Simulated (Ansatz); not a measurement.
```yaml
crystal:
  periodic: [false, false, false]
  atoms:
    - {symbol: C, position_ang: [1.695996, -0.047047, -0.062884]}
    - {symbol: C, position_ang: [0.490126, -0.734731, 0.041111]}
    - {symbol: Ge, position_ang: [-1.293285, 0.201178, 0.185561]}
    - {symbol: Cl, position_ang: [-2.600190, -0.453605, -1.532672]}
    - {symbol: Cl, position_ang: [-0.962698, 2.422993, 0.002002]}
    - {symbol: H, position_ang: [2.689872, -0.599862, -0.145516]}
    - {symbol: H, position_ang: [1.740760, 1.091785, -0.074515]}
    - {symbol: H, position_ang: [0.471366, -1.876031, 0.040250]}
    - {symbol: H, position_ang: [-2.139126, -0.053505, 1.528812]}
basis:
  gaussian: {orbitals: cc-pVDZ, final_grid: {core_spheres: 1, valence_spheres: 1, degree: 1}}
hamiltonian: {xc: {name: PBE}}
accuracy: high
output: {forces: true}
```

```sh
$ ansatz run in.yaml --threads 4 --pin off --events-out ev --progress --plain --max-ram 10444MiB
```

Output, abridged:

```
Functional definition: PBE
2574 factors; integrals over basis functions are off by at most 4.5e-9 eV
mean field evaluation 1: about -83675.5573 eV, gradient 4.7e1 eV
mean field evaluation 2: about -83652.0460 eV, gradient 9.6e1 eV
mean field evaluation 4: about -83681.5650 eV, gradient 9.4e0 eV
mean field evaluation 8: about -83650.0931 eV, gradient 1.2e2 eV
mean field evaluation 16: about -83758.4054 eV, gradient 3.0e1 eV
mean field evaluation 32: about -83762.2162 eV, gradient 5.7e1 eV
mean field evaluation 64: about -83788.3916 eV, gradient 4.1e0 eV
mean field evaluation 96: about -83783.0185 eV, gradient 1.4e1 eV
mean field -83788.64306337 eV, -3079.1758385969 hartree, gradient 7.9e-8 eV, S^2 0.000000; 6 other end points of the search recorded, 0 dependent functions left out
reference -83788.64308237 eV, -3079.1758392950 hartree; 41, 41 occupied and 70, 70 virtual orbitals, 2574 factors
Total energy: -83788.64308237 eV, -3079.1758392950 hartree
Atom 0 at     1.695996    -0.047047    -0.062884 Å, force   -21.008800   -12.631009    11.904070 eV/Å
Atom 1 at     0.490126    -0.734731     0.041111 Å, force    42.442639     8.151116    -6.090401 eV/Å
Atom 2 at    -1.293285     0.201178     0.185561 Å, force     2.305029   -24.802916   -26.553038 eV/Å
Atom 3 at    -2.600190    -0.453605    -1.532672 Å, force    -4.321194    19.073755    23.236558 eV/Å
Atom 4 at    -0.962698     2.422993     0.002002 Å, force    -7.473252    -6.663133    -4.539676 eV/Å
Atom 5 at     2.689872    -0.599862    -0.145516 Å, force    -5.025626     0.143651     1.334131 eV/Å
Atom 6 at     1.740760     1.091785    -0.074515 Å, force    -3.575724    -6.935878     2.180916 eV/Å
Atom 7 at     0.471366    -1.876031     0.040250 Å, force    -7.289773    22.039982     4.140608 eV/Å
Atom 8 at    -2.139126    -0.053505     1.528812 Å, force     3.946701     1.624431    -5.613169 eV/Å
Dipole moment:     1.851303    -0.701309     1.217624 e Å
```

In this input the integration grid is far too coarse. The calculation finished and met its thresholds. The result belongs to that input, not to the molecule as meant.
